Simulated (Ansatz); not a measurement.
ClGeH$_{7}$Si$_{2}$ (`[SiH3][GeH]([SiH3])[Cl]`) at its PBE0-D4/def2-TZVP geometry, where that method's forces vanish. Charge 0, multiplicity 1.

```xyz
11

Si   -2.0451   -0.0599   -0.2103
Ge    0.0742    0.2468    0.8355
Si    1.9684    0.0367   -0.5952
Cl    0.2520   -1.3735    2.2844
H    -3.1205   -0.0225    0.8124
H    -2.2628    1.0244   -1.2052
H    -2.0486   -1.3729   -0.9034
H     0.1229    1.5433    1.6677
H     1.9021   -1.2771   -1.2836
H     3.2154    0.1284    0.2050
H     1.9421    1.1265   -1.6073
```

**Question.** What forces (eV/Å) does r2SCAN-D4/def2-TZVPP give on these atoms in Ansatz 0.2.0? (Best estimate.)

**Answer.** Computed: 
```
Si1  0.002  0.008  0.009
Ge2 -0.007  0.068 -0.058
Si3 -0.001  0.008  0.009
Cl4  0.006 -0.046  0.048
H5   0.013 -0.004 -0.025
H6  -0.002 -0.023  0.017
H7  -0.005  0.026  0.013
H8  -0.001 -0.035 -0.020
H9   0.006  0.026  0.012
H10 -0.018 -0.005 -0.022
H11  0.006 -0.023  0.016
```
